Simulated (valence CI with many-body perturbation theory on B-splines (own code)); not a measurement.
E1 line list for Tb LX

Computed by configuration interaction combined with many-body perturbation theory (CI+MBPT): four valence electrons over a frozen Dirac-Fock core [He], radial functions for each j: 11 s, 11 p, 10 d, 8 f, 5 g, 2 h, with the one-electron correlation potential Σ1, the two-electron term Σ2, the three-electron term Σ3, Breit, model QED; selected CI, second order for the rest, scaled by the run's own slope (own B-spline code, finite nucleus).

The last digits are not significant, and no measured levels were compared; by estimate large intervals hold to a few tenths of a per cent, small ones and those within an open d or f shell to about a per cent. Among the levels kept, up to 930 cm⁻¹ of a level comes from second order outside the variational space, and about a tenth of that is noise between levels of different J, which matters for small intervals.

Lines 101 to 150 of 554 in falling wavelength, among levels below 750.59 Ry, chosen from the strongest by gf and those to the six lowest levels. Wavelengths and rates use the calculated energies. Electric multipoles are in the length gauge, E1 and E2 with the static RPA response of the core. Weak lines are less certain than strong ones. Lines between different terms over intervals too small for the method are left out, as are lines whose strength nearly cancels. The highest levels of a list are the least certain.

Levels are named by their leading jj configuration (3d3/2^4 stands for four electrons in 3d with j = 3/2), which in mixed levels can hold well under half, so a name can repeat and another be missing. Letters in brackets count levels of one name in rising energy.

| λ vac (nm) | Upper | Lower | A (s⁻¹) | S (a.u.) with core polarisation | S without |
| --- | --- | --- | --- | --- | --- |
| 3.999 | (2p1/2 2p3/2^2 3d3/2) J=2 [a] | (2p1/2 2p3/2^2 3p1/2) J=1 [a] | 1.08e+11 | 1.71e-02 | 1.71e-02 |
| 3.989 | (2p1/2 2p3/2^2 3p3/2) J=1 [c] | (2p1/2 2p3/2^2 3s) J=0 | 2.73e+11 | 2.56e-02 | 2.57e-02 |
| 3.988 | (2s^2 2p3/2 3d3/2) J=1 | (2s^2 2p3/2 3p1/2) J=1 | 2.27e+11 | 2.13e-02 | 2.13e-02 |
| 3.987 | (2s 2p3/2^2 3d3/2) J=1 [c] | (2s 2p3/2^2 3p1/2) J=1 [a] | 1.60e+11 | 1.50e-02 | 1.50e-02 |
| 3.987 | (2s 2p3/2^2 3d3/2) J=2 [c] | (2s 2p3/2^2 3p1/2) J=1 [b] | 1.80e+11 | 2.81e-02 | 2.81e-02 |
| 3.985 | (2p1/2^2 2p3/2 3p3/2) J=3 | (2s 2p1/2 2p3/2 3p3/2) J=2 [b] | 1.15e+11 | 2.52e-02 | 2.52e-02 |
| 3.972 | (2s 2p3/2^2 3p3/2) J=2 [b] | (2s 2p3/2^2 3s) J=1 [a] | 3.07e+11 | 4.75e-02 | 4.76e-02 |
| 3.969 | (2s 2p1/2 2p3/2 3p3/2) J=3 [a] | (2s 2p1/2 2p3/2 3s) J=2 [a] | 2.23e+11 | 4.83e-02 | 4.83e-02 |
| 3.963 | (2s 2p1/2 2p3/2 3p3/2) J=4 | (2s 2p1/2 2p3/2 3s) J=3 | 3.71e+11 | 1.03e-01 | 1.03e-01 |
| 3.961 | (2s 2p1/2 2p3/2 3p3/2) J=3 [b] | (2s 2p1/2 2p3/2 3s) J=2 [b] | 1.58e+11 | 3.38e-02 | 3.38e-02 |
| 3.958 | (2s 2p1/2 2p3/2 3d3/2) J=3 [b] | (2s 2p1/2 2p3/2 3p1/2) J=3 | 1.41e+11 | 3.02e-02 | 3.02e-02 |
| 3.954 | (2s 2p3/2^2 3p3/2) J=2 [c] | (2s 2p3/2^2 3s) J=2 [b] | 1.14e+11 | 1.74e-02 | 1.74e-02 |
| 3.943 | (2s 2p1/2 2p3/2 3p3/2) J=2 [b] | (2s 2p1/2 2p3/2 3s) J=1 [a] | 9.90e+10 | 1.50e-02 | 1.50e-02 |
| 3.932 | (2p1/2 2p3/2^2 3p3/2) J=4 | (2p1/2 2p3/2^2 3s) J=3 | 1.77e+11 | 4.77e-02 | 4.77e-02 |
| 3.917 | (2s 2p3/2^2 3p3/2) J=2 [c] | (2s 2p3/2^2 3s) J=1 [b] | 1.72e+11 | 2.56e-02 | 2.56e-02 |
| 3.908 | (2p1/2 2p3/2^2 3p3/2) J=2 [c] | (2p1/2 2p3/2^2 3s) J=1 [b] | 2.74e+11 | 4.03e-02 | 4.03e-02 |
| 3.885 | (2s^2 2p1/2 3p3/2) J=2 | (2s^2 2p1/2 3s) J=1 | 4.43e+11 | 6.41e-02 | 6.41e-02 |
| 3.872 | (2s 2p1/2 2p3/2 3p3/2) J=2 [e] | (2s 2p1/2 2p3/2 3s) J=2 [c] | 1.89e+11 | 2.70e-02 | 2.70e-02 |
| 3.868 | (2s 2p3/2^2 3p3/2) J=3 [a] | (2s 2p3/2^2 3s) J=3 | 2.23e+11 | 4.47e-02 | 4.47e-02 |
| 3.865 | (2s 2p1/2^2 2p3/2) J=1 | (2s^2 2p1/2 2p3/2) J=1 | 8.80e+09 | 7.52e-04 | 7.54e-04 |
| 3.857 | (2s^2 2p1/2 3p3/2) J=1 | (2s^2 2p1/2 3s) J=1 | 1.73e+11 | 1.47e-02 | 1.47e-02 |
| 3.849 | (2p1/2 2p3/2^2 3d3/2) J=3 [b] | (2p1/2 2p3/2^2 3p1/2) J=3 | 1.02e+11 | 2.00e-02 | 2.00e-02 |
| 3.840 | (2s 2p3/2^2 3p3/2) J=2 [c] | (2s 2p3/2^2 3s) J=1 [a] | 1.25e+11 | 1.74e-02 | 1.74e-02 |
| 3.825 | (2p1/2^2 2p3/2 3p3/2) J=3 | (2s 2p1/2 2p3/2 3p3/2) J=2 [a] | 1.17e+11 | 2.26e-02 | 2.26e-02 |
| 3.821 | (2s 2p1/2 2p3/2 3p3/2) J=1 [c] | (2s 2p1/2 2p3/2 3s) J=1 [c] | 2.13e+11 | 1.76e-02 | 1.76e-02 |
| 3.817 | (2s^2 2p1/2 3p3/2) J=1 | (2s^2 2p1/2 3s) J=0 | 3.24e+11 | 2.67e-02 | 2.67e-02 |
| 3.810 | (2s 2p1/2 2p3/2 3p3/2) J=1 [b] | (2s 2p1/2 2p3/2 3s) J=2 [b] | 4.17e+11 | 3.42e-02 | 3.42e-02 |
| 3.809 | (2s 2p1/2 2p3/2 3d3/2) J=2 [b] | (2s 2p1/2 2p3/2 3p1/2) J=3 | 1.37e+11 | 1.86e-02 | 1.86e-02 |
| 3.802 | (2p1/2 2p3/2^2 3p3/2) J=1 [b] | (2p1/2 2p3/2^2 3s) J=2 [b] | 2.46e+11 | 2.00e-02 | 2.00e-02 |
| 3.801 | (2s 2p1/2^2 3p3/2) J=2 | (2s 2p1/2^2 3s) J=1 | 4.10e+11 | 5.56e-02 | 5.56e-02 |
| 3.772 | (2s 2p1/2 2p3/2 3p3/2) J=2 [e] | (2s 2p1/2 2p3/2 3s) J=1 [b] | 2.35e+11 | 3.11e-02 | 3.11e-02 |
| 3.766 | (2s^2 2p3/2 3p3/2) J=2 | (2s^2 2p3/2 3s) J=1 | 2.71e+11 | 3.57e-02 | 3.57e-02 |
| 3.747 | (2s 2p1/2 2p3/2 3p3/2) J=1 [c] | (2s 2p1/2 2p3/2 3s) J=0 | 2.39e+11 | 1.86e-02 | 1.86e-02 |
| 3.746 | (2s 2p1/2^2 3p3/2) J=1 | (2s 2p1/2^2 3s) J=1 | 1.76e+11 | 1.37e-02 | 1.37e-02 |
| 3.741 | (2s 2p3/2^2 3p3/2) J=2 [a] | (2s 2p3/2^2 3s) J=2 [a] | 3.99e+11 | 5.16e-02 | 5.16e-02 |
| 3.730 | (2s 2p1/2 2p3/2 3p3/2) J=2 [c] | (2s 2p1/2 2p3/2 3s) J=3 | 1.60e+11 | 2.05e-02 | 2.05e-02 |
| 3.718 | (2p1/2^2 2p3/2 3p3/2) J=2 | (2p1/2^2 2p3/2 3s) J=1 | 1.51e+11 | 1.92e-02 | 1.92e-02 |
| 3.703 | (2s 2p1/2 2p3/2 3p3/2) J=1 [d] | (2s 2p1/2 2p3/2 3s) J=1 [b] | 2.62e+11 | 1.97e-02 | 1.97e-02 |
| 3.695 | (2s 2p1/2 2p3/2 3p3/2) J=3 [b] | (2s 2p1/2 2p3/2 3s) J=3 | 2.79e+11 | 4.87e-02 | 4.87e-02 |
| 3.680 | (2s^2 2p3/2 3p3/2) J=2 | (2s^2 2p3/2 3s) J=2 | 2.63e+11 | 3.24e-02 | 3.24e-02 |
| 3.661 | (2p1/2 2p3/2^2 3p3/2) J=2 [b] | (2p1/2 2p3/2^2 3s) J=2 [b] | 2.55e+11 | 3.09e-02 | 3.09e-02 |
| 3.661 | (2s 2p1/2 2p3/2 3p3/2) J=2 [b] | (2s 2p1/2 2p3/2 3s) J=2 [a] | 1.18e+11 | 1.43e-02 | 1.43e-02 |
| 3.603 | (2s 2p3/2^2 3p3/2) J=1 [c] | (2s 2p3/2^2 3s) J=1 [b] | 4.38e+11 | 3.03e-02 | 3.03e-02 |
| 3.542 | (2p1/2 2p3/2^2 3p3/2) J=1 [b] | (2p1/2 2p3/2^2 3s) J=1 [a] | 2.29e+11 | 1.51e-02 | 1.51e-02 |
| 3.519 | (2s^2 2p3/2 3p3/2) J=0 | (2s^2 2p3/2 3s) J=1 | 6.62e+11 | 1.42e-02 | 1.42e-02 |
| 3.493 | (2s 2p3/2^2 3p3/2) J=2 [a] | (2s 2p3/2^2 3s) J=3 | 1.34e+11 | 1.41e-02 | 1.41e-02 |
| 1.260 | (2s 2p3/2^2 3d5/2) J=5 | (2s^2 2p3/2 3d5/2) J=4 | 6.51e+11 | 7.08e-03 | 7.09e-03 |
| 1.259 | (2s 2p3/2^2 3p3/2) J=4 | (2s^2 2p3/2 3p3/2) J=3 | 6.74e+11 | 5.97e-03 | 5.98e-03 |
| 1.258 | (2s 2p3/2^2 3s) J=3 | (2s^2 2p3/2 3s) J=2 | 8.17e+11 | 5.61e-03 | 5.62e-03 |
| 1.257 | (2p1/2 2p3/2^2 3p3/2) J=2 [a] | (2s 2p1/2 2p3/2 3p3/2) J=1 [c] | 1.01e+12 | 4.94e-03 | 4.94e-03 |
